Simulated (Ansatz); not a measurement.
# Breaking a bond in ICl (iodine monochloride)

ICl: 2 atoms, total charge 0, spin state singlet. SMILES: `ClI`. The shape is that of a GFN2-xTB optimisation.

```xyz
2

Cl    0.0000    0.0000    0.0000
I     0.0000    0.0000    2.3065
```

The Cl1–I2 distance is scanned; the parts on either side stay rigid. Basis STO-3G, 23 core orbitals frozen in the correlated methods; program Ansatz 0.2.0. FCI is exact within this basis and core. Energies in eV from each method's value at 2.307 Å; methods without a U are spin-restricted. The shape above is that at 2.307 Å.

```
distance (Å)    HF  SVWN5  CAM-B3LYP  B2PLYP  BCCD(T)   FCI
       2.307  0.00   0.00       0.00    0.00     0.00  0.00
       2.883  1.65   1.02       1.21    1.05     0.79  0.79
       3.460  4.08   2.72       3.20    2.70     1.74  1.74
       4.613  6.14   3.94       4.86    3.16     1.95  1.92
       5.766  6.63   4.04       5.21    2.44     1.94  1.93
```

Departure from the FCI curve at its largest: HF +4.70 eV at 5.77 Å; SVWN5 +2.11 eV at 5.77 Å; CAM-B3LYP +3.28 eV at 5.77 Å; B2PLYP +1.24 eV at 4.61 Å; BCCD(T) +0.02 eV at 4.61 Å. The curve of B2PLYP turns over, which the reference doesn't. Restricted functionals keep the electrons paired too, and rise too high. Restricted Hartree–Fock keeps the electrons paired, so it rises far too high as the bond breaks.
